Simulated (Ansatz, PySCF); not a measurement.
Gas-phase reaction (SMILES): C=CCB(O)O [prop-2-enylboronic acid] + 2 B (BH3) + 2 C (CH4) → BC (CH5B) + 2 BO (H3BO) + C=C (C2H4) [ethene] + CC (C2H6); bond separation energy.

Geometries: B3LYP-D3(BJ)/def2-TZVP minima from Ansatz (a quantum-chemistry and plane-wave program), one conformer each, not searched for the lowest. Valence correlation only, unless marked. No spin-orbit coupling. Non-relativistic. CBS marks a two-point X^-3 extrapolation of the correlation energy; Hartree-Fock from the larger set. The bracket is a focal-point correction in the basis named. Thermal terms are rigid-rotor harmonic-oscillator values from B3LYP-D3(BJ) frequencies (Ansatz or PySCF) at 298.15 K and 1 atm. 1 Eh = 627.5095 kcal/mol.

| species | E, RI-MP2/CBS(cc-pVTZ,cc-pVQZ)+[CCSD(T)-MP2]/cc-pVTZ (Ansatz) (Eh) | E, PBE0-D4/def2-TZVPD (Ansatz + dftd4) (Eh) | H - E (Eh) |
|---|---|---|---|
| C=CCB(O)O | -293.60551 | -293.70590 | 0.11227 |
| B (BH3) | -26.55181 | -26.56634 | 0.03008 |
| BC (CH5B) | -65.83165 | -65.86870 | 0.06039 |
| BO (H3BO) | -101.80218 | -101.82827 | 0.03929 |
| C (CH4) | -40.46125 | -40.47492 | 0.04840 |
| C=C (C2H4) | -78.47961 | -78.51403 | 0.05494 |
| CC (C2H6) | -79.71807 | -79.75255 | 0.07887 |

Problem. Work out ΔE and ΔH at 298.15 K at the first level, then ΔH at the second.

Solution. 
1. ΔE = [(-65.83165) + 2×(-101.80218) + (-78.47961) + (-79.71807)] - [(-293.60551) + 2×(-26.55181) + 2×(-40.46125)] = -0.00206 Eh = -1.3 kcal/mol at RI-MP2/CBS(cc-pVTZ,cc-pVQZ)+[CCSD(T)-MP2]/cc-pVTZ.
2. The terms H - E add up to 0.00355 Eh, so ΔH = (-0.00206 + (0.00355))×627.5095 = 0.9 kcal/mol.
3. At PBE0-D4/def2-TZVPD the same steps give ΔE = -2.1 and ΔH = 0.1 kcal/mol, a shift of -0.8 from the first level.
4. These values are not checked against measurement here, since the tables used lack a sound gas-phase enthalpy of formation for at least one species.
